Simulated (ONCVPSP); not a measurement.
Cs, ONCV: configuration errors across variants

```
Element                 : Cs (Z = 55)
Generator               : ONCVPSP 4.0.1
Type                    : optimised norm-conserving Vanderbilt (ONCV)
Functional              : PBEsol
Relativity              : scalar-relativistic
Frozen core             : [Kr] 4d10
Valence charge          : 9
Reference configuration : 5s2 5p6 6s1
Partial waves           : 5s+6s: rc 2.90 bohr, ncon 3, nbas 6, qcut 3.8 1/bohr, 2 projectors; 5p: rc 2.30 bohr, ncon 3, nbas 6, qcut 3.6 1/bohr, 2 projectors, debl 1.1 Ha; d scattering state at 0.07 Ha: rc 2.65 bohr, ncon 3, nbas 6, qcut 3.1 1/bohr, 2 projectors, debl 2.9 Ha
Local potential         : polynomial inside 2.05 bohr (lpopt 5, dvloc0 2 Ha)
Core correction         : none
```

In the d channel the program set the typed energies aside and used 0.050, 2.950 Ha.

All-electron excitation energies from the reference (eV): (1) 5s2 5p6 6s0 3.792; (2) 5s2 5p6 6s0.5 1.457; (3) 5s2 5p6 6s0 6p1 1.352; (4) 5s2 5p5 6s1 17.893.

1 further variants failed, have other tests or another functional or relativity, and are left out.

Errors AE − PS in meV (a dash: test not solved or not reliable):

| change | (1) | (2) | (3) | (4) | bound ghosts | GHOST(+) flags above zero |
| --- | --- | --- | --- | --- | --- | --- |
| base | -0.3 | -0.1 | -0.2 | -10 | none | p |
| d: ncon 5, nbas 8 | -0.3 | -0.1 | -0.2 | -10 | none | p |
| s: rc 2.18 | -0.2 | -0.1 | -0.2 | -14 | none | p |
| local potential polynomial inside 1.60 bohr (lpopt 3, dvloc0 4 Ha) | -0.3 | -0.1 | 0.0 | -9.9 | none | none |
| local potential polynomial inside 2.05 bohr (lpopt 5, dvloc0 6.5 Ha) | -0.3 | -0.1 | 0.0 | -9.7 | none | none |
| d: rc 3.76 | -0.3 | -0.1 | -0.2 | -10 | none | p, d |
| d: nbas 8 | -0.3 | -0.1 | -0.2 | -10 | none | p |
| all radii scaled by about 1.29 (s 3.74, p 2.96, d 3.42 bohr); local potential polynomial inside 2.64 bohr (lpopt 5, dvloc0 2 Ha) | -0.4 | -0.1 | +0.2 | -18 | none | none |
| s: qcut 5.1; p: qcut 4.8; d: qcut 4.1 | -0.2 | -0.1 | +0.1 | -11 | none | s |
| s: qcut 5.4 | -0.1 | -0.1 | -0.1 | -9.6 | none | p |

(1) Give the same row for: core correction Teter function, fcfact 1.5, rcfact 1.5.

Results:

(1) -0.5, -0.1, -0.4, -14; bound ghosts: none; GHOST(+) flags above zero: p.
